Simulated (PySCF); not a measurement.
Species: Ge2H10SSi2.
Geometry (PBE0-D3(BJ)/def2-SVP, Å), atoms numbered from 1 in this order:
```
atom  x, y, z in Å
Si1    2.2570   -1.0960    0.0497
S2     1.0409   -0.5714    1.7365
Ge3    0.3895    1.4773    1.0691
Ge4   -1.0604    1.1607   -0.8531
Si5   -2.1241   -0.9487   -0.5333
H6     3.4453   -0.1981   -0.0658
H7     2.7009   -2.5018    0.2677
H8     1.4787   -1.0058   -1.2241
H9    -0.3768    2.0310    2.2829
H10    1.6412    2.3393    0.8049
H11   -2.0926    2.3054   -0.9131
H12   -0.2413    1.1907   -2.1573
H13   -1.1432   -2.0542   -0.7398
H14   -2.6714   -1.0130    0.8545
H15   -3.2476   -1.1075   -1.5073
```

Method used: TDDFT wB97X-D/def2-SVPD, vertical, gas phase, core orbitals frozen in the response (PySCF). Relativistic effects, spin–orbit coupling among them, are left out although an element past zinc is present.

Transition dipole moments from the ground state, in atomic units and in the frame of the coordinates above (overall signs are arbitrary), for the states with f of 0.002 or more among the lowest 7:

| state | E (hartree) | μx | μy | μz |
| --- | --- | --- | --- | --- |
| S1 | 0.2005 | -0.316 | 0.078 | -0.234 |
| S2 | 0.2190 | -0.130 | -0.048 | -0.136 |
| S3 | 0.2298 | 0.346 | 0.120 | 0.143 |
| S4 | 0.2416 | -0.655 | -0.313 | -0.322 |
| S5 | 0.2463 | -0.411 | -0.132 | -0.407 |
| S6 | 0.2477 | 0.190 | -0.474 | 0.266 |
| S7 | 0.2532 | 0.267 | 0.032 | 0.140 |

Question: What oscillator strength does each state have?

Answer: f = (2/3) ΔE |μ|² with ΔE in hartree (27.2114 eV).

| state | \|μ\|² (au) | \|μ\| (D) | f |
| --- | --- | --- | --- |
| S1 | 0.161 | 1.02 | 0.021 |
| S2 | 0.038 | 0.49 | 0.006 |
| S3 | 0.155 | 1.00 | 0.024 |
| S4 | 0.630 | 2.02 | 0.101 |
| S5 | 0.352 | 1.51 | 0.058 |
| S6 | 0.332 | 1.46 | 0.055 |
| S7 | 0.092 | 0.77 | 0.015 |

Question: Which bond between heavy atoms lies closest to the direction of the S4 transition dipole?

Answer: Ge3–Ge4, at 30° from it; next Ge4–Si5 at 49°.

Question: What angle do the transition dipoles of S4 and S7 make?

Answer: |cos θ| = |μa·μb| / (|μa| |μb|) = 0.96, so θ ≈ 17° (taken between 0 and 90°, since the signs are arbitrary).

Question: How is the summed strength of these states shared among x, y and z?

Answer: (2/3) Σ ΔE μα² gives 0.149 for x, 0.059 for y and 0.072 for z, 0.280 in all.

All these states lie below the vertical ionisation energy of 8.98 eV (ΔSCF).

One conformer stands for the species.
